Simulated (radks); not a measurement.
Results of a calculation; reference values are marked as such.
Problem. All-electron atom: Os61+ in [Ne] 3s2 3p3. Code: a radial shooting solver on a logarithmic mesh with Libxc functionals. Model: Dirac Kohn-Sham, PBE, spin-unpolarised, spherical densities, finite nucleus; open shells fill j = l - 1/2 first; Fermi nuclear charge, rms radius 5.4126 fm. Some entries of the table are withheld. Estimate them.

| orbital | occ. | eigenvalue (eV) | <1/r> (bohr^-1) | <r^2> (bohr^2) |
|---|---|---|---|---|
| 1s1/2 | 2 | -78671.26 | 90.43 | 0.0004333 |
| 2s1/2 | 2 | (1) | 22.36 | 0.006428 |
| 2p1/2 | 2 | (2) | 22.27 | 0.004561 |
| 2p3/2 | 4 | (3) | 18.52 | 0.005690 |
| 3s1/2 | 2 | -7039.373 | 8.948 | 0.03654 |
| 3p1/2 | 2 | (4) | 8.869 | 0.03269 |
| 3p3/2 | 1 | (5) | 7.854 | 0.03728 |

Solution. 
(1) 2s1/2 eigenvalue (eV): -17570.89
(2) 2p1/2 eigenvalue (eV): -17086.16
(3) 2p3/2 eigenvalue (eV): -15519.18
(4) 3p1/2 eigenvalue (eV): -6860.288
(5) 3p3/2 eigenvalue (eV): -6446.008
